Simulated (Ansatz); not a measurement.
The cluster Li₄Se₂⁺: single points at one geometry.

```yaml
crystal:
  periodic: [false, false, false]
  atoms:
    - {symbol: Li, position_ang: [-0.948329, 0.529426, 1.676738]}
    - {symbol: Li, position_ang: [-0.396540, 2.328210, -2.277197]}
    - {symbol: Li, position_ang: [-0.752476, -1.730722, -0.660450]}
    - {symbol: Li, position_ang: [1.945497, -0.237141, 0.390872]}
    - {symbol: Se, position_ang: [0.268206, -1.566481, 1.536126]}
    - {symbol: Se, position_ang: [-0.116347, 0.676698, -0.666099]}
basis:
  gaussian: {orbitals: def2-SVP, initial_orbitals: start.molden}
total_charge: 1
magnetization: {spin_polarized: true, initial_magnetization: 1}
hamiltonian: {xc: pbe0, dispersion: d4}
scf: {omitted_lower_state_checks: [starts]}
output: {orbitals: {seedname: orbitals}}
```

The file start.molden holds the orbitals of an earlier run on this structure, at another level or in another basis.

```sh
$ ansatz run in.yaml --threads 4 --pin off --events-out ev --progress --plain --max-ram 3916MiB
```

Shortened log:

```
Functional definition: PBE0
1130 factors; integrals over basis functions are off by at most 4.1e-4 eV
mean field evaluation 1: about -131484.8509 eV, gradient 4.7e0 eV
mean field evaluation 2: about -131484.9009 eV, gradient 5.6e-2 eV
mean field evaluation 4: about -131484.9300 eV, gradient 1.8e-4 eV
mean field -131484.93000491 eV, -4831.9820539937 hartree, gradient 1.6e-5 eV, S^2 0.753689; 0 other end points of the search recorded, 0 dependent functions left out
reference -131484.93005700 eV, -4831.9820559083 hartree; 40, 39 occupied and 60, 61 virtual orbitals, 1130 factors
Total energy: -131485.07242178 eV, -4831.9872877175 hartree
Checks for a lower state left out: starts
```

Hardware: 4 threads of Arm Neoverse V1 on a shared host. Wall time 2.8 s.

As the first input, with `correlation: {method: ccsd_t}`, `scf: {omitted_lower_state_checks: [starts, cluster_reference]}` and without the key `hamiltonian` (abridged; 22 s):

```
Functional definition: HF
mean field -131402.63263231 eV, -4828.9576813340 hartree, gradient 5.3e-6 eV, S^2 0.761108
18 core orbitals not correlated: weight in the atoms' cores, before any rotation towards them, 1.000 or more for the frozen orbitals, at most 0.000 for the correlated occupied ones
second order -13.09884087 eV of doubles, -0.00000000 eV of singles
cycle   1  -12.93263444 eV  change    1.7e-1 eV  update   7.3e-2
cycle   2  -13.23138373 eV  change   -3.0e-1 eV  update   2.4e-2
cycle   3  -13.26067338 eV  change   -2.9e-2 eV  update   1.6e-2
cycle   4  -13.24698281 eV  change    1.4e-2 eV  update   7.7e-3
cycle   5  -13.25260732 eV  change   -5.6e-3 eV  update   3.7e-3
cycle   6  -13.25170681 eV  change    9.0e-4 eV  update   1.1e-3
cycle   7  -13.25149482 eV  change    2.1e-4 eV  update   3.5e-4
cycle   8  -13.25173977 eV  change   -2.4e-4 eV  update   1.4e-4
cycle   9  -13.25175986 eV  change   -2.0e-5 eV  update   5.3e-5
perturbative correction -0.32613310 eV, -0.0119851705 hartree
Total energy: -131416.21052527 eV, -4829.4566596970 hartree
Checks for a lower state left out: starts, cluster_reference
```

As the first input, with `gaussian: {orbitals: def2-TZVP, initial_orbitals: start.molden}`, `hamiltonian: {xc: hse06, dispersion: d4}` (abridged; 4.6 s):

```
Functional definition: HSE06
mean field -131501.41156333 eV, -4832.5877400944 hartree, gradient 9.0e-6 eV, S^2 0.754839
Total energy: -131501.54926236 eV, -4832.5928004401 hartree
Checks for a lower state left out: starts
```

First input, but with `gaussian: {orbitals: def2-TZVP, initial_orbitals: start.molden}`, `hamiltonian: {xc: r2scan, dispersion: d4}`, `output: {forces: true, orbitals: {seedname: orbitals}}` (abridged; 7.5 s):

```
Functional definition: r2SCAN
mean field -131517.86439556 eV, -4833.1923705264 hartree, gradient 1.8e-5 eV, S^2 0.755623
Total energy: -131517.89669565 eV, -4833.1935575328 hartree
Atom 0 force     0.028664    -0.021593    -0.041820 eV/Å
Atom 1 force    -0.002905     0.016840    -0.016684 eV/Å
Atom 2 force     0.023110     0.042716     0.025380 eV/Å
Atom 3 force    -0.055068     0.000421    -0.005183 eV/Å
Atom 4 force    -0.003141     0.015012    -0.015061 eV/Å
Atom 5 force     0.009340    -0.053395     0.053367 eV/Å
Dipole moment:    -0.253780     1.489226    -1.455367 e Å
Checks for a lower state left out: starts
```

The first input with `gaussian: {orbitals: def2-TZVP, initial_orbitals: start.molden}`, `hamiltonian: {xc: lda}` (abridged; 1.5 s):

```
Functional definition: SPW92
mean field -131317.90645421 eV, -4825.8440517183 hartree, gradient 8.8e-6 eV, S^2 0.751299
Total energy: -131317.90651264 eV, -4825.8440538655 hartree
Checks for a lower state left out: starts
```

The first input with `gaussian: {orbitals: def2-TZVP, initial_orbitals: start.molden}`, `hamiltonian: {xc: {name: r2SCANh}, dispersion: d4}` (abridged; 8 s):

```
Functional definition: r2SCANh
mean field -131517.69708285 eV, -4833.1862218980 hartree, gradient 1.5e-5 eV, S^2 0.756513
Total energy: -131517.73433419 eV, -4833.1875908595 hartree
Checks for a lower state left out: starts
```

Geometry: PBE-D4/def2-SVP.

HSE06 is defined as in plane-wave codes, on full-range PBE exchange. Correlated methods freeze 18 core orbitals; core or outer-core shells of Li, Se are correlated, in sets that lack core-valence functions. The structure comes from a short search, and lower isomers may exist.
